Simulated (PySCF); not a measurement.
# Electron correlation in Si²⁺ (silicon, charge +2)

[Ne] 3s2, closed-shell 1S. Computed with PySCF 2.14 in jorge-DZP-DKH, with scalar relativity by spin-free X2C-1e. Frozen: [Ne]; 2 electrons correlated.

Total MP2 correlation energy: -28.73 mhartree.

Same-spin part 0.00 and opposite-spin part -28.73 mhartree; SCS-MP2 scales them by 1/3 and 6/5 to -34.48 mhartree.

With two correlated electrons CCSD is exact within the correlated space (frozen core and kept virtual orbitals).

```csv
level,correlation energy (mhartree)
CCSD,-43.18
```

Diagnostics: T1 = 0.0050, D1 = 0.0071, largest double amplitude 0.117.

Cost of the coupled-cluster step: 0.08 s of wall time on 1 thread of Neoverse-N1 (shared host), for 2 correlated electrons.

Iterations:

```
CC2 = 0
CCSD nocc = 1, nmo = 19
frozen orbitals [0, 1, 2, 3, 4]
max_cycle = 100
direct = 0
conv_tol = 1e-08
conv_tol_normt = 1e-06
diis_space = 8
diis_start_cycle = 0
Init t2, MP2 energy = -288.618282032685  E_corr(MP2) -0.0287310617573324
Init E_corr(CCSD) = -0.0287310617573556
cycle = 1  E_corr(CCSD) = -0.0375019345629689  dE = -0.00877087281  norm(t1,t2) = 0.0484857
cycle = 2  E_corr(CCSD) = -0.0407201401735636  dE = -0.00321820561  norm(t1,t2) = 0.0211622
cycle = 3  E_corr(CCSD) = -0.0432054879866775  dE = -0.00248534781  norm(t1,t2) = 0.00979184
cycle = 4  E_corr(CCSD) = -0.0431830728236626  dE = 2.2415163e-05  norm(t1,t2) = 0.00036327
cycle = 5  E_corr(CCSD) = -0.0431866801740356  dE = -3.60735037e-06  norm(t1,t2) = 3.2849e-05
cycle = 6  E_corr(CCSD) = -0.0431839044910592  dE = 2.77568298e-06  norm(t1,t2) = 8.01589e-06
cycle = 7  E_corr(CCSD) = -0.0431844791441879  dE = -5.74653129e-07  norm(t1,t2) = 2.2751e-06
cycle = 8  E_corr(CCSD) = -0.0431844953268629  dE = -1.6182675e-08  norm(t1,t2) = 1.52221e-07
cycle = 9  E_corr(CCSD) = -0.0431845138008377  dE = -1.84739748e-08  norm(t1,t2) = 8.80206e-08
cycle = 10  E_corr(CCSD) = -0.0431845169317187  dE = -3.13088097e-09  norm(t1,t2) = 1.2272e-08
CCSD converged
E(CCSD) = -288.6327354878597  E_corr = -0.04318451693171868
```
